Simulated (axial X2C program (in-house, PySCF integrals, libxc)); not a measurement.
Spin–orbit effects down a group: molecules with Mg, PBE0

Calculated with an in-house relativistic program for diatomic molecules, spin-free (one-electron X2C) or two-component (2c: spin–orbit coupling with atomic mean-field Coulomb and Gaunt terms, which also bring small scalar terms), in Dyall basis sets with cores contracted in-house; open shells are unrestricted.

Basis sets: C dyall-v3z, Ge dyall-cv3z, Mg dyall-cv3z, Pb dyall-cv3z, Si dyall-v3z, Sn dyall-cv3z.

```
molecule  spin-free state  Re (Å)  ωe (cm⁻¹)  De (eV)  2c state  Re 2c (Å)  ωe 2c (cm⁻¹)  De 2c (eV)
     MgC   M_S = 1, Λ = 0   2.075      544.9     1.74     Ω = 1      2.075         544.8        1.74
    MgSi   M_S = 1, Λ = 0   2.544      312.9     1.15     Ω = 1      2.545         312.7        1.15
    MgGe   M_S = 1, Λ = 0   2.581      254.1     1.07     Ω = 1      2.582         253.5         n/a
    MgSn   M_S = 1, Λ = 0   2.765      221.4     0.94     Ω = 1      2.770         218.9         n/a
    MgPb   M_S = 1, Λ = 0   2.806      204.2     0.87     Ω = 0      3.026         130.6        0.35
```

Q: Work out the shifts from the spin-free to the two-component result.

A: 

| molecule | 2c state | ΔRe (Å) | Δωe (cm⁻¹) | ΔDe (eV) |
| --- | --- | --- | --- | --- |
| MgC | Ω = 1 | 0.000 | -0.1 | 0.00 |
| MgSi | Ω = 1 | 0.001 | -0.2 | 0.00 |
| MgGe | Ω = 1 | 0.001 | -0.6 | n/a |
| MgSn | Ω = 1 | 0.005 | -2.5 | n/a |
| MgPb | Ω = 0 | 0.220 | -73.6 | -0.52 |

Shifts of one unit in the last digit are rounding.

Each entry is the lowest single determinant of a limited PBE0 search at one distance. De goes to single-determinant-based atoms at the same level (for ions the charge split of lowest energy) and is withheld (n/a) where an atom does not fit its ground term or J level. Main or longest-lived isotopes. One determinant is a doubtful description, or other states lie close, for MgC, MgSi, MgGe, MgSn, MgPb; these need not be ground states, and all values refer to the states named. Some open-shell Ω = 0 determinants are out of reach, so the Ω given for MgC, MgSi, MgGe, MgSn need not be the lowest component. With several unpaired electrons the Ω given is that of one determinant, not necessarily of the lowest component. Some light 2c atoms are not at their ground J level, so De misses part of their lowering (0.04 eV or less). The functionals have no current term, which raises determinants with orbital currents.
